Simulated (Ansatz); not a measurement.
# ICl (iodine monochloride): the vertical energy of the triplet above the singlet from total energies

ICl: 2 atoms, total charge 0, spin state singlet. As SMILES, `ClI`. The shape is that of a GFN2-xTB optimisation.

```tsv
atom	x (Å)	y (Å)	z (Å)
Cl	0.0000	0.0000	0.0000
I	0.0000	0.0000	2.3065
```

Both states at this one shape; open shells run unrestricted unless said. 1 Eh = 27.2114 eV.

| level | program | singlet ICl (Eh) | triplet ICl (Eh) |
| --- | --- | --- | --- |
| BLYP/STO-3G | Ansatz | -7307.828843 | -7307.725709 |
| wB97M-V/STO-3G | Ansatz | -7308.187031 | -7308.066766 |
| wB97X/STO-3G | Ansatz | -7308.213937 | -7308.099659 |

Task: Work out the vertical gap, second state less first, at each level.

Result: 
1. BLYP/STO-3G: -7307.725709 − (-7307.828843) = 0.103134 Eh = 2.81 eV.
2. wB97M-V/STO-3G: -7308.066766 − (-7308.187031) = 0.120265 Eh = 3.27 eV.
3. wB97X/STO-3G: -7308.099659 − (-7308.213937) = 0.114278 Eh = 3.11 eV.

No measured value is set beside it here; the levels span 2.81 to 3.27 eV. Spin-orbit coupling, which splits open shells on such heavy atoms by tenths of an eV, is left out. Minimal sets are far from the basis-set limit. All-electron rows are non-relativistic unless named.
